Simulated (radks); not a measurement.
Spherical quantum dot in the effective-mass picture: electrons in a well V = -V0 / (1 + exp((r - R)/a)) with V0 = 3.41, R = 9.24, a = 0.5, with a point charge +2 (a donor) at the centre, all in effective atomic units (hartree* = m*/eps^2 hartree, bohr* = eps/m* bohr), one dielectric constant everywhere. Method: non-relativistic Kohn-Sham, exchange-only LDA, spin-polarised, spherical densities; computed with a radial shooting solver with Libxc functionals. Levels are named by radial order and angular momentum (1s, 1p, 1d, 2s, ...), and open shells are averaged over m. Results are scaled to m* = 0.094 and eps = 10, for which hartree* = 25.58 meV and bohr* = 5.63 nm.

N = 24, configuration 1s2 1p6 1d10 2s2 1f(up 4, down 0). This is the lowest configuration that the search found. Occupied and some empty levels:

| level | occupation | eigenvalue (meV) | <r> (nm) |
|---|---|---|---|
| 1s down | 1 | -15.913 | 5.555 |
| 1s up | 1 | -15.910 | 5.561 |
| 2s up | 1 | -10.089 | 37.75 |
| 1p up | 3 | -9.4834 | 38.12 |
| 2s down | 1 | -9.4565 | 37.55 |
| 1p down | 3 | -8.8430 | 37.95 |
| 1d up | 5 | -8.2747 | 38.78 |
| 1d down | 5 | -7.6190 | 38.67 |
| 1f up | 4 | -6.5541 | 39.43 |
| 1f down | 0 | -5.8864 | 39.37 |
| 1g up | 0 | -4.3601 | 40.06 |
| 1g down | 0 | -3.6842 | 40.03 |
| 2p up | 0 | -0.71544 | 27.20 |
| 2p down | 0 | -0.46778 | 26.89 |

Energy (meV): total -1235.35, kinetic 172.24, external -2357.7, Hartree 1059.9, exchange-correlation -109.86.
